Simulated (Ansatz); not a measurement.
Reaction (ligand exchange at the Si–O bond): `C=C[Si](N)(O)F` + CH₃OH → `C=C[Si](N)(F)OC` + H₂O

Computed with Ansatz on PBE0-D4/def2-TZVP structures; ΔE is electronic, products minus reactants. CBS: MP2 limit from def2 TZ/QZ plus the TZ coupled-cluster correction, frozen cores. This one scheme is used for every species. Functionals use def2-TZVPP. One conformer a species, not always the lowest.

```
             level  ΔE (kJ/mol)  difference from CCSD(T)/CBS
           PBE0-D4         -1.7                          2.7
           ωB97X-V         -2.2                          2.2
           ωB97M-V         -2.2                          2.2
               PBE          2.7                          7.1
            r2SCAN          0.5                          4.9
              PBE0          1.9                          6.3
CCSD(T)/def2-TZVPP         -2.9                          1.5
    MP2/def2-QZVPP         -4.8                         -0.4
      HF/CBS(def2)          1.5                          5.9
     MP2/CBS(def2)         -5.3                         -0.9
       CCSD(T)/CBS         -4.4                            0
```

Largest T1 diagnostic among the species: 0.011.

In def2-TZVPP, CCSD(T) changes the Hartree–Fock value by −4.8 kJ/mol (the triples alone add −0.7 kJ/mol) and MP2 by −5.7 kJ/mol. The D4 term adds −5.9 kJ/mol with B3LYP and −3.6 kJ/mol with PBE0; it sums over pairs of atoms, weighted by their polarisabilities, and B3LYP, whose exchange is more repulsive, gets the larger term.

B3LYP here is the variant with VWN-RPA as its local correlation; programs differ in this.
